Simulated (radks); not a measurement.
Results of a calculation; reference values are marked as such.
Isoelectronic series with 4 electrons, each ion in its NIST ground configuration. Level of theory: Dirac Kohn-Sham, LDA (Slater exchange, Perdew-Wang correlation), spin-unpolarised, spherical densities, finite nucleus; Fermi nuclear charge, rms radius of each element as measured or else 0.836 A^(1/3) + 0.57 fm (a radial shooting solver on a logarithmic mesh with Libxc functionals). Total energies (hartree) and mean radii <r> (bohr):

ion   configuration  E (hartree)   2s1/2   1s1/2
Be         [He] 2s2    -14.44930   2.619  0.4250
B+         [He] 2s2    -24.04481   1.787  0.3319
C2+        [He] 2s2    -36.14543   1.366  0.2720
N3+        [He] 2s2    -50.75180   1.108  0.2303
O4+        [He] 2s2    -67.86615  0.9333  0.1997
F5+        [He] 2s2    -87.49147  0.8063  0.1762
Ne6+       [He] 2s2   -109.63122  0.7098  0.1577
Mg8+       [He] 2s2   -161.47012  0.5728  0.1302
Al9+       [He] 2s2   -191.17836  0.5224  0.1197
